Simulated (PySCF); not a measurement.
Correlation energy of Co (cobalt, neutral)

[Ar] 3d9, 2D determinant (an excited configuration). Computed with PySCF 2.14 in x2c-TZVPPall with one added diffuse shell each of s, p, d, f type (7s6p5d3f1g, 80 functions), with the spin-free X2C one-electron Hamiltonian (Gaussian nucleus). Frozen: [Ne]; 17 electrons correlated.

```csv
level,correlation energy (mhartree)
CCSD,-700.41
(T),-34.39
CCSD(T),-734.80
```

Diagnostics: T1 = 0.037, D1 = 0.1309, largest double amplitude 0.025.

T1 exceeds 0.03, a sign that the reference determinant is poor.

Cost of the coupled-cluster step: roughly 3 core-minutes, for 17 correlated electrons.

This basis was not built for core-valence correlation, so the inner-shell part is incomplete.
